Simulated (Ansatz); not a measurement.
Compare A (`FC[SiH2]S`) with its isomer B (`FC([SiH3])S`).

Computed with Ansatz on PBE0-D4/def2-TZVP structures; ΔE is electronic, products minus reactants. CCSD(T)/CBS adds triple-zeta CCSD(T) − MP2 to the extrapolated MP2 energy (def2 sets, frozen cores). Functionals use def2-TZVPP. B3LYP here is the variant with VWN-RPA as its local correlation; programs differ in this. Each species was taken in one conformer, which may not be the lowest.

Which is lower in electronic energy at CCSD(T)/CBS, and by how much? (Estimate.)

Computed: A, by 23.1 kcal/mol.

Give E(B) − E(A) in kcal/mol with r2SCAN-D4, CCSD/def2-TZVPP, ωB97M-V, PBE0-D4, B3LYP, B3LYP-D4, HF/def2-TZVPP. (Estimate.)

Computed: r2SCAN-D4 22.9, CCSD/def2-TZVPP 23.5, ωB97M-V 22.9, PBE0-D4 23.1, B3LYP 22.9, B3LYP-D4 22.6, HF/def2-TZVPP 25.2. None reverses the order clearly.

Does the order hold for the free energy at 298.15 K (harmonic terms from PBE0-D4)? (An estimate is asked.)

Computed: Yes: G(B) − G(A) = +22.1 kcal/mol, for one conformer each.

Largest T1 diagnostic: 0.012.

From BLYP to BHLYP (50 % exact exchange), in def2-TZVPP and without D4, E(B) − E(A) moves by +2.1 kcal/mol. At CCSD(T), def2-SVP lies −1.6 kcal/mol from the extrapolated value and def2-TZVPP −0.2 kcal/mol.
